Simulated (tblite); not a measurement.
Compound: C8H11BS.
SMILES with atom numbers: `[BH:1]1[CH2:2][CH2:3][CH2:4][C@@H:5]1[c:6]1[cH:7][cH:8][cH:9][s:10]1` (hydrogens: H11 on B1; H12, H13 on C2; H14, H15 on C3; H16, H17 on C4; H18 on C5; H19 on C7; H20 on C8; H21 on C9)

Computed with GFN2-xTB (tblite), gas phase: L-BFGS steps from a force-field or distance-geometry start until the largest atomic force falls under 0.01 eV/Å.

The end geometry, which sets the zero of energy:
```
atom  x, y, z in Å
B1     -0.9933    1.0991    0.9175
C2     -2.4245    0.4546    0.8727
C3     -2.5392   -0.1755   -0.5257
C4     -1.1109   -0.5617   -0.9075
C5     -0.2317    0.5977   -0.3799
C6      1.2019    0.2279   -0.2353
C7      1.7582   -0.6382    0.6554
C8      3.1584   -0.7677    0.5129
C9      3.6558    0.0051   -0.4835
S10     2.4184    0.9021   -1.2740
H11    -0.5545    1.7987    1.7407
H12    -2.4621   -0.3356    1.6298
H13    -3.2649    1.1123    1.0958
H14    -3.2147   -1.0310   -0.5507
H15    -2.9147    0.5708   -1.2289
H16    -0.9927   -0.7155   -1.9801
H17    -0.8260   -1.4844   -0.3984
H18    -0.2947    1.4173   -1.1088
H19     1.1847   -1.1641    1.3984
H20     3.7660   -1.4057    1.1300
H21     4.6717    0.1108   -0.8083
```

Problem. These geometries come from the run, each turned onto the end geometry. Order them by energy, lowest first.
A.
```
atom  x, y, z in Å
B1     -0.9622    1.1557    0.8415
C2     -2.3447    0.4188    0.9173
C3     -2.5347   -0.2021   -0.4769
C4     -1.1237   -0.5402   -0.9588
C5     -0.2373    0.6308   -0.4697
C6      1.1859    0.2408   -0.2849
C7      1.6832   -0.6487    0.6185
C8      3.0889   -0.7835    0.5537
C9      3.6445    0.0052   -0.3997
S10     2.4597    0.9304   -1.2378
H11    -0.5222    1.9229    1.6012
H12    -2.2420   -0.3838    1.6569
H13    -3.2046    1.0095    1.2355
H14    -3.1865   -1.0764   -0.4692
H15    -2.9703    0.5447   -1.1434
H16    -1.0735   -0.6659   -2.0403
H17    -0.7823   -1.4677   -0.4947
H18    -0.2777    1.4331   -1.2170
H19     1.0607   -1.1906    1.3111
H20     3.6540   -1.4350    1.1981
H21     4.6759    0.1189   -0.6694
```
B.
```
atom  x, y, z in Å
B1     -0.9693    1.1963    0.8223
C2     -2.3242    0.4116    0.9265
C3     -2.5191   -0.2389   -0.4524
C4     -1.1069   -0.5093   -0.9722
C5     -0.2364    0.6796   -0.4908
C6      1.1849    0.2819   -0.2843
C7      1.6523   -0.6388    0.6032
C8      3.0517   -0.8129    0.5467
C9      3.6399   -0.0136   -0.3760
S10     2.4889    0.9633   -1.2027
H11    -0.5398    1.9802    1.5706
H12    -2.1910   -0.3765    1.6756
H13    -3.2037    0.9731    1.2406
H14    -3.1147   -1.1521   -0.4073
H15    -3.0259    0.4644   -1.1151
H16    -1.0798   -0.6250   -2.0556
H17    -0.7266   -1.4282   -0.5237
H18    -0.2679    1.4713   -1.2501
H19     1.0096   -1.1734    1.2795
H20     3.5916   -1.5050    1.1659
H21     4.6776    0.0687   -0.6285
```
C.
```
atom  x, y, z in Å
B1     -0.9680    1.1300    0.8595
C2     -2.3706    0.4283    0.9032
C3     -2.5491   -0.1784   -0.4976
C4     -1.1363   -0.5503   -0.9465
C5     -0.2355    0.6072   -0.4490
C6      1.1926    0.2215   -0.2728
C7      1.7189   -0.6497    0.6321
C8      3.1246   -0.7701    0.5467
C9      3.6569    0.0172   -0.4202
S10     2.4463    0.9105   -1.2556
H11    -0.5185    1.8704    1.6394
H12    -2.3036   -0.3813    1.6386
H13    -3.2238    1.0345    1.2079
H14    -3.2227   -1.0354   -0.5087
H15    -2.9590    0.5801   -1.1668
H16    -1.0686   -0.6972   -2.0241
H17    -0.8285   -1.4764   -0.4585
H18    -0.2766    1.4121   -1.1946
H19     1.1197   -1.1816    1.3503
H20     3.7076   -1.4098    1.1865
H21     4.6854    0.1352   -0.6978
```
D.
```
atom  x, y, z in Å
B1     -1.0004    1.2269    0.8070
C2     -2.3189    0.3778    0.9657
C3     -2.5017   -0.2812   -0.4135
C4     -1.0980   -0.4760   -1.0041
C5     -0.2166    0.6708   -0.4529
C6      1.2063    0.2646   -0.2666
C7      1.6795   -0.6729    0.6039
C8      3.0803   -0.8497    0.5423
C9      3.6620   -0.0374   -0.3732
S10     2.5092    0.9454   -1.1754
H11    -0.7420    2.2127    1.3832
H12    -2.2797   -0.3935    1.7463
H13    -3.1730    1.0028    1.2374
H14    -3.0494   -1.2244   -0.3592
H15    -3.0805    0.4014   -1.0406
H16    -1.1304   -0.4753   -2.0951
H17    -0.6922   -1.4367   -0.6827
H18    -0.2357    1.5011   -1.1631
H19     1.0495   -1.2268    1.2787
H20     3.6238   -1.5488    1.1587
H21     4.6992    0.0362   -0.6247
```
E.
```
atom  x, y, z in Å
B1     -0.9614    1.1441    0.8650
C2     -2.3151    0.3663    0.9853
C3     -2.5087   -0.2756   -0.4126
C4     -1.1039   -0.4725   -1.0071
C5     -0.2200    0.6796   -0.4618
C6      1.1967    0.2616   -0.2555
C7      1.6799   -0.6721    0.6086
C8      3.0854   -0.8435    0.5428
C9      3.6851   -0.0447   -0.3744
S10     2.5104    0.9487   -1.1766
H11    -0.8159    2.2070    1.2891
H12    -2.2804   -0.4094    1.7491
H13    -3.1390    1.0521    1.2109
H14    -3.0283   -1.2288   -0.3405
H15    -3.0784    0.4071   -1.0405
H16    -1.1389   -0.4529   -2.0960
H17    -0.7042   -1.4273   -0.6748
H18    -0.2863    1.5335   -1.1583
H19     1.0620   -1.2350    1.2824
H20     3.6212   -1.5415    1.1538
H21     4.7309    0.0204   -0.6168
```

Solution. C (0.005 eV), A (0.009 eV), B (0.016 eV), D (0.099 eV), E (0.230 eV).

In the order of the answer:

| step | E above end (eV) | largest force (eV/Å) | rms force component (eV/Å) | rms distance from end (Å) | rms bond change (Å) | bond most changed (Å) |
| --- | --- | --- | --- | --- | --- | --- |
| 66 | 0.005 | 0.03 | 0.011 | 0.084 | 0.001 | B1–C5 +0.002 |
| 49 | 0.009 | 0.07 | 0.019 | 0.120 | 0.001 | C6–S10 -0.002 |
| 36 | 0.016 | 0.06 | 0.017 | 0.168 | 0.001 | B1–C5 +0.004 |
| 7 | 0.099 | 0.33 | 0.104 | 0.230 | 0.004 | C6–S10 -0.008 |
| 2 | 0.230 | 0.89 | 0.204 | 0.241 | 0.007 | C9–S10 +0.014 |

What follows is the cost of the whole relaxation. Hardware: Arm Neoverse V2, one thread (shared host). Cost: 0.59 s of wall time.
